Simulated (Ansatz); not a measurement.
**Energy profile**

The step: CH₆GaN ([CH3][GaH][NH2]) → CH₃Ga ([CH2][GaH]) + NH₃ (still joined by a long Ga–N bond); bonds formed: N2–H4; bonds broken: C3–H4; bonds weakened to dative contacts: Ga1–N2 (atoms numbered as in the saddle structure below).

```tsv
atom	x (Å)	y (Å)	z (Å)
Ga1	-1.0816	0.1543	-0.3609
N2	0.1186	-0.2445	1.2463
C3	0.5786	0.2004	-1.2475
H4	0.8010	-0.2965	0.1707
H5	-2.5955	-0.1279	-0.1388
H6	0.3186	0.4102	1.9940
H7	0.0397	-1.1705	1.6502
H8	0.6914	-0.0453	-2.3019
H9	1.1291	1.1199	-1.0120
```

Electronic energies by CCSD(T) at an estimated basis limit (MP2 extrapolated from triple and quadruple zeta, plus CCSD(T) − MP2 in triple zeta), on PBE0-D4/def2-TZVP structures; CH6GaN, closed shell; no counterpoise correction. Program: Ansatz 0.2.0. Basis: def2-TZVPP and def2-QZVPP. Cores are frozen in the correlated methods. Filled d shells of the heavier atoms are correlated. The def2 sets are not built for correlating such inner shells, so the correlated values are less sure here. Extrapolation: Hartree–Fock as exp(−7.88 √X), correlation as X^−2.97.

Give the profile in eV, counted from the start structure. (An estimate is asked for; the value comes from the calculation.)

Computed:
```json
{"point": "start structure", "eV": "0.000"}
{"point": "saddle", "eV": "2.982"}
{"point": "end structure", "eV": "1.944"}
{"point": "separated: CH3Ga (linked as [CH2][GaH]; Ga1, C3, H5, H8, H9; singlet) + NH3 (N2, H4, H6, H7; singlet)", "eV": "3.017"}
```

T1 diagnostic: at most 0.017. The restricted Hartree–Fock reference is unstable towards an unrestricted one at one or more of these structures.

For scale, one of the runs: CCSD(T)/def2-TZVPP, 194 basis functions (an equivalent command: `ansatz run in.yaml --threads 4`). Hardware: 4 CPU threads, shared host. Wall time 50 s; peak host memory 2.2 GiB.
